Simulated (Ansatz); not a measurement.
`CB(C)[SeH]` + H–F → `CB(F)[SeH]` + CH₄ at 500 K and 1 bar (ligand exchange at a B–C bond).

Computed with Ansatz on PBE0-D4/def2-TZVP structures; ΔE is electronic, products minus reactants. CBS: MP2 limit from def2 TZ/QZ plus the TZ coupled-cluster correction, frozen cores. This one scheme is used for every species. For Se outer-core shells are correlated without core-valence functions, which leaves a few kJ/mol of doubt a bond. Scalar relativity is left out up to krypton. One conformer a species, not always the lowest.

| species | CCSD(T)/CBS energy (Eh) | H − E (kJ/mol) | S (J/(mol·K)) |
| --- | --- | --- | --- |
| `CB(C)[SeH]` | -2505.86300 | 269.4 | 403.7 |
| H–F | -100.39570 | 39.4 | 188.7 |
| `CB(F)[SeH]` | -2565.84504 | 173.4 | 375.8 |
| CH₄ | -40.46206 | 135.6 | 206.8 |

H − E and S are ideal-gas, rigid-rotor, harmonic terms from PBE0-D4/def2-TZVP, for one conformer and one mirror image of each species. 1 Eh = 2625.50 kJ/mol, R = 8.31446 J/(mol·K).

**Question.** By hand: ΔE, ΔH, ΔS and ΔG.

**Answer.** ΔE = (-2565.84504) + (-40.46206) − (-2505.86300) − (-100.39570) = -0.04840 Eh = -127.1 kJ/mol. Δ(H − E) = 173.4 + 135.6 − 269.4 − 39.4 = 0.2, so ΔH = -126.9 kJ/mol. ΔS = 375.8 + 206.8 − 403.7 − 188.7 = -9.8 J/(mol·K). ΔG = -126.9 − 500 × (-9.8)/1000 = -122.0 kJ/mol.

**Question.** By hand: the equilibrium constant, and the temperature at which ΔG would vanish if ΔH and ΔS stayed fixed.

**Answer.** log₁₀ K = −ΔG/(RT ln 10) = 12.7. ΔG = 0 at ΔH/ΔS = 12949 K, far beyond where these terms or the molecules hold.

The number of gas molecules stays the same, so ΔS is small and ΔH decides. A doubt of 5 kJ/mol in ΔE shifts log₁₀ K by 0.5 here. Other conformers and mirror images would add mixing entropy, several J/(mol·K) or more a flexible species. Modes under 60 cm⁻¹, often nearly free rotors, make the harmonic entropy too high. These are equilibria of isolated gas molecules and say nothing of rates. Largest T1 diagnostic: 0.011 (customary marks: 0.02 for closed shells, 0.045 for open ones).
